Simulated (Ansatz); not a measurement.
Two members of one family (Series GeMe2X2), computed with Ansatz in the gas phase. The two geometries come from different levels. Binding counts from free atoms in the multiplicity of their measured ground term, without zero-point energy. A dash marks a value that wasn't run or was left out as unsound. The structures are stationary points that may keep the symmetry of their start. Remarks come from the PBE and PBE0 runs and from stability tests at other levels; not every state was tested. HOMO above LUMO (over both spins in singlets and doublets, within one spin in higher multiplets; at PBE or PBE0), or a gap under 0.15 eV within one spin, warns that the state may not be the lowest or that an electron is smeared out.

First: GeEt2Me2 (singlet, charge 0, r2SCAN-D4/def2-SVP geometry).

```xyz
23

Ge    0.027   -0.152   -0.397
C     1.946   -0.459   -0.088
C     2.601    0.567    0.838
H     2.448   -0.467   -1.072
H     2.062   -1.479    0.321
H     3.677    0.365    0.986
H     2.517    1.590    0.434
H     2.134    0.572    1.836
C    -0.954   -0.302    1.304
C    -2.466   -0.115    1.165
H    -0.538    0.443    2.006
H    -0.726   -1.292    1.739
H    -2.986   -0.201    2.134
H    -2.716    0.876    0.750
H    -2.908   -0.868    0.492
C    -0.651   -1.483   -1.667
H    -1.715   -1.308   -1.895
H    -0.551   -2.501   -1.258
H    -0.088   -1.436   -2.613
C    -0.238    1.644   -1.141
H    -1.296    1.808   -1.402
H     0.362    1.779   -2.054
H     0.058    2.421   -0.417
```

| level | HOMO (eV) | LUMO (eV) | gap (eV) | vertical IE (eV) | binding per atom (eV) |
| --- | --- | --- | --- | --- | --- |
| PBE-D4/def2-SVP | -6.18 | 0.59 | 6.78 | – | 4.00 |
| PBE-D4/def2-TZVP | -6.26 | 0.06 | 6.32 | 8.89 | 3.98 |
| r2SCAN-D4/def2-TZVP | -6.49 | 0.75 | 7.24 | – | 3.94 |
| PBE0-D4/def2-SVP | -7.45 | 1.41 | 8.86 | – | 3.97 |
| PBE0-D4/def2-TZVP | -7.46 | 0.83 | 8.29 | 9.21 | 3.95 |

Remarks: gap within one spin near zero at PBE or PBE0 (+1 doublet).

Second: Ge(OEt)2Me2 (singlet, charge 0, PBE-D4/def2-SVP geometry).

```xyz
25

Ge    0.171   -0.550   -0.933
O     0.623   -1.566    0.481
C     0.015   -1.325    1.744
C     0.766   -2.108    2.809
H     0.031   -0.236    1.987
H    -1.060   -1.636    1.735
H     0.310   -1.956    3.809
H     0.750   -3.193    2.578
H     1.825   -1.784    2.852
O     0.480    1.141   -0.368
C    -0.351    2.243   -0.690
C    -0.175    3.326    0.366
H    -0.085    2.655   -1.696
H    -1.429    1.951   -0.749
H    -0.778    4.223    0.119
H    -0.490    2.953    1.363
H     0.890    3.626    0.436
C    -1.728   -0.778   -1.380
H    -2.006   -0.182   -2.271
H    -2.371   -0.469   -0.532
H    -1.919   -1.848   -1.595
C     1.444   -1.048   -2.318
H     1.353   -2.128   -2.549
H     2.470   -0.844   -1.957
H     1.263   -0.465   -3.242
```

Problem. Estimate how these quantities change from the first to the second (second minus first).

Solution. 
```tsv
level	Δ HOMO (eV)	Δ LUMO (eV)	Δ gap (eV)	Δ vertical IE (eV)	Δ binding per atom (eV)
PBE-D4/def2-SVP	0.48	-0.32	-0.80	–	0.10
PBE-D4/def2-TZVP	0.38	-0.22	-0.61	-0.41	0.09
r2SCAN-D4/def2-TZVP	0.31	-0.32	-0.63	–	0.08
PBE0-D4/def2-SVP	0.16	-0.26	-0.42	–	0.07
PBE0-D4/def2-TZVP	0.08	-0.17	-0.25	-0.15	0.07
```

Remarks: gap within one spin near zero at PBE or PBE0 (+1 doublet).
